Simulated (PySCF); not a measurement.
BrGaH3N, SMILES [NH2][GaH][Br].

Coordinates come from a B3LYP-D3(BJ)/def2-SVP optimisation. The structure was generated by enumeration; whether it is a known compound was not checked. Other conformers were not sampled.

All values below come from PySCF with TDA-PBE/def2-SVPD.

Vertical excitations.  State labels are in the subgroup Cs.

```tsv
state	symmetry	energy (eV)	λ (nm)	f	main pairs
S1	A"	5.23	237	0.004	HOMO−1→LUMO 69 %, HOMO→LUMO+1 30 %
S2	A"	5.24	237	0.002	HOMO→LUMO+1 68 %, HOMO−1→LUMO 31 %
S3	A'	5.46	227	0.060	HOMO→LUMO 72 %, HOMO−1→LUMO+1 13 %
S4	A'	5.78	214	0.055	HOMO−1→LUMO+1 81 %
S5	A"	6.01	206	0.002	HOMO→LUMO+2 79 %, HOMO−2→LUMO+1 21 %
S6	A'	6.10	203	0.077	HOMO−2→LUMO 71 %, HOMO→LUMO 15 %
S7	A"	6.16	201	0.084	HOMO−2→LUMO+1 77 %, HOMO→LUMO+2 20 %
S8	A'	6.54	190	0.019	HOMO−1→LUMO+2 94 %
S9	A"	6.63	187	0.006	HOMO−3→LUMO 96 %
S10	A"	6.78	183	0.011	HOMO→LUMO+3 95 %
T1	A'	4.39	282	0	HOMO→LUMO 98 %
T2	A"	4.92	252	0	HOMO→LUMO+1 99 %
T3	A"	5.12	242	0	HOMO−1→LUMO 99 %
T4	A'	5.32	233	0	HOMO−2→LUMO 97 %
```
Triplets are in the Tamm–Dancoff approximation.
